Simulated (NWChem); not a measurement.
System: CH₆FNOSi; SMILES [Si@H](F)(N)OC

NWChem input:

```
start job
memory heap 200 mb stack 900 mb global 1100 mb
geometry units angstroms noautosym nocenter noautoz
  C      0.013764     2.015484     0.531725
  O      0.245566     1.127162    -0.557709
  Si     0.099394    -0.506204    -0.481398
  N     -1.373541    -0.950893     0.279938
  F      1.237515    -1.190971     0.435362
  H      0.936646     2.161669     1.105503
  H     -0.767005     1.636541     1.201193
  H     -0.301534     2.980320     0.123056
  H      0.320260    -0.947314    -1.872846
  H     -1.436647    -1.811082     0.809243
  H     -2.270924    -0.674590    -0.097028
end
basis spherical
  * library 6-311g**
end
dft
  xc bhlyp
  iterations 150
end
tddft
  cis
  ecut -63.0
  nroots 6
  notriplet
end
task tddft energy
```

Geometry: optimised at B3LYP/6-31G* (spherical d).

Core excitations by TDA in a window of 1s orbitals, non-relativistic and unshifted: absolute energies depend strongly on the exact-exchange share.

**Question.** Give the results of this calculation. (BHandHLYP/6-311G** (spherical d), restricted-window TDA.) Quantities: first 1s excitation (eV); dipole oscillator strength of the first; first state with f > 0.002 (eV); dipole oscillator strength of that state.

**Answer.** 
```
Quantity                                   Value
----------------------------------------  ------
first 1s excitation (eV)                  1825.6
dipole oscillator strength of the first   0.0061
first state with f > 0.002 (eV)           1825.6
dipole oscillator strength of that state  0.0061
```
